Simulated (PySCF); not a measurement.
All of these have the formula C6H15OP. Method: TDDFT CAM-B3LYP/def2-SVPD, vertical, gas phase, core orbitals frozen in the response in PySCF 2.14.0, density-fitted response routines. Geometries: PBE0-D3(BJ)/def2-SVP; one conformer of each isolated species. Triplets are in the Tamm–Dancoff approximation. 'Strongest' means the level of largest summed f among the lowest 10 singlets; it needn't be the same kind of state in each.

Question: Rank by computed energy of the strongest computed level, lowest first.
A. `COCP(C)C(C)C`
B. `CCCPCCOC`
C. `CCP(=O)(CC)CC`
D. `CC[C@@H](C)[P@H](=O)CC`

Answer: B (6.96 eV), A (7.31 eV), D (7.67 eV), C (8.31 eV).

```json
{"SMILES": "CCCPCCOC", "strongest (eV)": "6.96", "f (strongest)": "0.09", "f (S1)": "0.025", "LUMO (eV)": "1.24", "S1 (eV)": "6.27", "HOMO (eV)": "-7.84", "S1 mainly": "H→L (74%)"}
{"SMILES": "COCP(C)C(C)C", "strongest (eV)": "7.31", "f (strongest)": "0.12", "f (S1)": "0.088", "LUMO (eV)": "1.27", "S1 (eV)": "6.54", "HOMO (eV)": "-7.75", "S1 mainly": "H→L+1 (66%)"}
{"SMILES": "CC[C@@H](C)[P@H](=O)CC", "strongest (eV)": "7.67", "f (strongest)": "0.06", "f (S1)": "0.011", "LUMO (eV)": "1.12", "S1 (eV)": "7.11", "HOMO (eV)": "-8.84", "S1 mainly": "H→L (56%)"}
{"SMILES": "CCP(=O)(CC)CC", "strongest (eV)": "8.31", "f (strongest)": "0.04", "f (S1)": "0.023", "LUMO (eV)": "0.98", "S1 (eV)": "7.15", "HOMO (eV)": "-8.66", "S1 mainly": "H→L (82%)"}
```

H and L stand for HOMO and LUMO.

Without π bonds the low states are Rydberg-like; a valence basis with one diffuse set may place them up to an eV too high.
